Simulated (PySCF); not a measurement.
PySCF job for HMoO₃, SMILES [O]=[Mo+](=[O])[OH], charge +1, multiplicity 1, TDDFT-PBE0/def2-SVPD. The structure is a stationary point at PBE0-D3(BJ)/def2-SVP. The spin state was assumed, not searched. The isomer is the one that the SMILES or the coordinates give; other isomers of the formula were not compared. The def2 effective core potentials stand for the cores of Mo; spin–orbit coupling is left out. One conformer was computed; it need not be the lowest.

```python
import numpy as np
from pyscf import gto, scf, dft, tdscf

mol = gto.M(
    atom='''
    Mo    0.06694799    0.23642663    0.00000000
    O     0.80684203   -0.45109442   -1.29695641
    O     0.80684204   -0.45109442    1.29695641
    O    -1.66784563   -0.22741002    0.00000000
    H    -2.37852329   -0.89312743    0.00000001
    ''',
    basis='def2-SVPD',
    ecp={'Mo': 'def2-svp'},
    charge=1,
    spin=0,
    symmetry=True,
    max_memory=1600,
    verbose=4,
)
mf = dft.RKS(mol, xc='pbe0').density_fit(auxbasis='def2-universal-jkfit')
mf.grids.level = 3
mf.conv_tol = 1e-9
mf.max_cycle = 100
mf.kernel()
mf.grids = dft.Grids(mol).set(level=1).build(with_non0tab=True)  # coarser grid for the response kernel
td = tdscf.TDDFT(mf)
td.singlet = True
td.nstates = 10
td.conv_tol = 1e-4
td.positive_eig_threshold = 1e-6
td.kernel(x0=td.get_init_guess(mf, 15))
td.analyze()
tt = tdscf.TDA(mf)
tt.singlet = False
tt.nstates = 4
tt.conv_tol = 1e-4
tt.positive_eig_threshold = 1e-6
tt.kernel(x0=tt.get_init_guess(mf, 9))
tt.analyze(verbose=3)
```

Program output:

```
PySCF version 2.14.0

[INPUT] verbose = 4
[INPUT] num. atoms = 5
[INPUT] num. electrons = 38
[INPUT] charge = 1
[INPUT] spin (= nelec alpha-beta = 2S) = 0
[INPUT] symmetry True subgroup None
[INPUT] Mole.unit = angstrom
[INPUT] Symbol           X                Y                Z      unit          X                Y                Z       unit  Magmom
[INPUT]  1 Mo     0.066947990000   0.236426630000   0.000000000000 AA    0.126513365690   0.446781579254   0.000000000000 Bohr   0.0
[INPUT]  2 O      0.806842030000  -0.451094420000  -1.296956410000 AA    1.524710462488  -0.852444910120  -2.450892410399 Bohr   0.0
[INPUT]  3 O      0.806842040000  -0.451094420000   1.296956410000 AA    1.524710481385  -0.852444910120   2.450892410399 Bohr   0.0
[INPUT]  4 O     -1.667845630000  -0.227410020000   0.000000000000 AA   -3.151771458753  -0.429742655782   0.000000000000 Bohr   0.0
[INPUT]  5 H     -2.378523290000  -0.893127430000   0.000000010000 AA   -4.494757598999  -1.687766237037   0.000000018897 Bohr   0.0

nuclear repulsion = 151.875527812907
point group symmetry = Cs
symmetry origin: [-5.35892486e-09  4.23073013e-09  2.82048675e-10]
symmetry axis x: [ 1.00000000e+00 -3.07264000e-09  6.89308892e-09]
symmetry axis y: [-3.07263999e-09 -1.00000000e+00 -4.44372128e-10]
symmetry axis z: [-6.89308892e-09 -4.44371958e-10  1.00000000e+00]
num. orbitals of irrep A' = 68
num. orbitals of irrep A" = 43
number of shells = 43
number of NR pGTOs = 169
number of NR cGTOs = 111
basis = def2-SVPD
ecp = {'Mo': 'def2-svp'}


[settings echo left out]
init E= -286.617987686965
HOMO (A") = -0.648798274378196  LUMO (A') = -0.386102543869363  gap/eV = 7.14831
cycle= 1 E= -293.272102092139  delta_E= -6.65  |g|= 1.63  |ddm|= 3.66
HOMO (A') = -0.450103847579236  LUMO (A") = -0.378271671589618  gap/eV = 1.95465
cycle= 2 E= -284.076904472359  delta_E=  9.2  |g|= 6.18  |ddm|= 6.89
HOMO (A") = -0.493513304553959  LUMO (A') = -0.388533681599547  gap/eV = 2.85664
cycle= 3 E= -293.491486464258  delta_E= -9.41  |g|= 1.24  |ddm|= 6.37
HOMO (A") = -0.533851172020475  LUMO (A') = -0.379597440337999  gap/eV = 4.19746
cycle= 4 E= -293.735787046931  delta_E= -0.244  |g|= 0.607  |ddm|= 1.32
HOMO (A") = -0.58461144204598  LUMO (A') = -0.403162107288495  gap/eV = 4.93749
cycle= 5 E= -293.811655971285  delta_E= -0.0759  |g|= 0.0479  |ddm|= 0.482
HOMO (A") = -0.578525809537821  LUMO (A') = -0.392112487515629  gap/eV = 5.07256
cycle= 6 E= -293.812105714628  delta_E= -0.00045  |g|= 0.0203  |ddm|= 0.0864
HOMO (A") = -0.581458461206381  LUMO (A') = -0.394099289761606  gap/eV = 5.09830
cycle= 7 E= -293.812182877247  delta_E= -7.72e-05  |g|= 0.00482  |ddm|= 0.0239
HOMO (A") = -0.58138817723586  LUMO (A') = -0.393843231553642  gap/eV = 5.10336
cycle= 8 E= -293.812187518623  delta_E= -4.64e-06  |g|= 0.00179  |ddm|= 0.0046
HOMO (A") = -0.581484387140124  LUMO (A') = -0.393850777005074  gap/eV = 5.10577
cycle= 9 E= -293.812188181711  delta_E= -6.63e-07  |g|= 0.000394  |ddm|= 0.00138
HOMO (A") = -0.581523988511305  LUMO (A') = -0.393860599734339  gap/eV = 5.10658
cycle= 10 E= -293.812188214347  delta_E= -3.26e-08  |g|= 6.88e-05  |ddm|= 0.000411
HOMO (A") = -0.581516648837246  LUMO (A') = -0.39385748734318  gap/eV = 5.10647
cycle= 11 E= -293.812188215373  delta_E= -1.03e-09  |g|= 1.1e-05  |ddm|= 6.34e-05
HOMO (A") = -0.581516360824608  LUMO (A') = -0.393857626216519  gap/eV = 5.10645
cycle= 12 E= -293.812188215416  delta_E= -4.27e-11  |g|= 4.17e-06  |ddm|= 1.83e-05
HOMO (A") = -0.581516105448915  LUMO (A') = -0.393856729663568  gap/eV = 5.10647
Extra cycle  E= -293.812188215398  delta_E= 1.81e-11  |g|= 1.09e-05  |ddm|= 1.19e-05
converged SCF energy = -293.812188215398
tot grids = 26184
Overwritten attributes  positive_eig_threshold  of <class 'pyscf.tdscf.rks.TDDFT'>


******** <class 'pyscf.tdscf.rks.TDDFT'> for <class 'pyscf.df.df_jk.DFSymAdaptedRKS'> ********
nstates = 10 singlet
deg_eia_thresh = 1.000e-03
wfnsym = None
conv_tol = 0.0001
eigh lindep = 1e-12
eigh level_shift = 0
eigh max_cycle = 100


Excitation energies (eV)
[3.19498067 3.91071872 4.00851326 4.67806788 4.86993448 4.90735774
 5.125718   5.3829365  5.48875505 5.89974268]

** Singlet excitation energies and oscillator strengths **
Excited State   1:   A"      3.19498 eV    388.06 nm  f=0.0004
      19 -> 20       -0.70442
Excited State   2:   A"      3.91072 eV    317.04 nm  f=0.0043
      18 -> 20        0.69196
      19 -> 21       -0.10329
Excited State   3:   A'      4.00851 eV    309.30 nm  f=0.0045
      17 -> 20        0.68488
Excited State   4:   A'      4.67807 eV    265.03 nm  f=0.0010
      16 -> 20        0.10555
      19 -> 22       -0.68631
Excited State   5:   A"      4.86993 eV    254.59 nm  f=0.0051
      16 -> 22        0.14119
      18 -> 21        0.18408
      19 -> 21       -0.64994
Excited State   6:   A'      4.90736 eV    252.65 nm  f=0.0055
      16 -> 20        0.65941
      17 -> 21       -0.16205
      19 -> 22        0.11377
Excited State   7:   A"      5.12572 eV    241.89 nm  f=0.0011
      17 -> 22        0.20035
      18 -> 21       -0.64576
      19 -> 21       -0.16390
Excited State   8:   A'      5.38294 eV    230.33 nm  f=0.0042
      17 -> 21        0.49408
      18 -> 22       -0.49047
Excited State   9:   A"      5.48876 eV    225.89 nm  f=0.0007
      14 -> 20        0.12499
      17 -> 22        0.65255
      18 -> 21        0.20476
Excited State  10:   A'      5.89974 eV    210.15 nm  f=0.0003
      12 -> 20        0.10245
      14 -> 22        0.10721
      15 -> 20        0.61438
      16 -> 21        0.22691
      17 -> 21       -0.14947
      18 -> 22       -0.11281

** Transition electric dipole moments (AU) **
state          X           Y           Z        Dip. S.      Osc.
  1         0.0000     -0.0000      0.0754      0.0057      0.0004
  2        -0.0000      0.0000     -0.2111      0.0446      0.0043
  3         0.2031     -0.0657      0.0000      0.0456      0.0045
  4        -0.0671     -0.0622      0.0000      0.0084      0.0010
  5         0.0000      0.0000      0.2067      0.0427      0.0051
  6        -0.2107      0.0388      0.0000      0.0459      0.0055
  7        -0.0000     -0.0000      0.0934      0.0087      0.0011
  8        -0.1461     -0.1015      0.0000      0.0317      0.0042
  9        -0.0000     -0.0000     -0.0724      0.0052      0.0007
 10        -0.0435      0.0163      0.0000      0.0022      0.0003

WARN: ECP detected. Skipping calculation of transition velocity and magnetic dipole moments, which have not yet been implemented.

Overwritten attributes  positive_eig_threshold  of <class 'pyscf.tdscf.rks.TDA'>


******** <class 'pyscf.tdscf.rks.TDA'> for <class 'pyscf.df.df_jk.DFSymAdaptedRKS'> ********
nstates = 4 triplet
deg_eia_thresh = 1.000e-03
wfnsym = None
conv_tol = 0.0001
eigh lindep = 1e-12
eigh level_shift = 0
eigh max_cycle = 100


Excitation energies (eV)
[2.95097659 3.48466072 3.52918491 3.9678957 ]

** Triplet excitation energies and oscillator strengths **
Excited State   1:   A"      2.95098 eV    420.15 nm  f=0.0000
Excited State   2:   A"      3.48466 eV    355.80 nm  f=0.0000
Excited State   3:   A'      3.52918 eV    351.31 nm  f=0.0000
Excited State   4:   A'      3.96790 eV    312.47 nm  f=0.0000
```

The calculation finished and met its thresholds.
